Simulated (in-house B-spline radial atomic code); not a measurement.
**Solving the quasi-particle equation for 4d of the xenon ion Xe⁸⁺**

Configuration [Kr] 4d10, start Hartree-Fock; correlation leaves out the 7 deepest shells, empty levels kept to 16200 hartree. Computed with an all-electron radial atomic-structure program (B-spline basis): all electrons, scalar-relativistic (spin-free one-electron X2C), finite nucleus, each spin shell either full or empty, empty states to l = 9 with an (l + 1/2)⁻⁴ tail; G0W0 by contour deformation at full frequency.

At the mean-field level ε = -180.712 eV the matrix elements are Σx = -58.853 eV, v_xc = -58.853 eV and Σc(ε) = -0.177 eV, and the slope of the correlation self-energy is dΣc/dω = -0.0211. The quasi-particle energy solves E = ε + Σx − v_xc + Σc(E).

Q: What does the linearised equation give?

A: Z = 1/(1 − dΣc/dω) = 1/1.0211 = 0.9793. The first-order shift is Σx − v_xc + Σc(ε) = -58.853 − (-58.853) + (-0.177) = -0.177 eV, so E ≈ ε + Z × shift = -180.712 + 0.9793 × (-0.177) = -180.885 eV.

Q: How does that compare with the full solution and with static screening?

A: Solving the equation at full frequency dependence gives E = -180.885 eV, where Σc = -0.173 eV and the weight is 0.979; the linearised value is off by 0 meV. Leaving Z out would give -180.889 eV. Static COHSEX puts -3.237 eV in place of Σc and gives -183.949 eV, 3.06 eV deeper. The tabulated removal energy is 179.84 ± 0.12 eV (NIST, measured); the run leaves out spin-orbit coupling, Breit and QED terms.
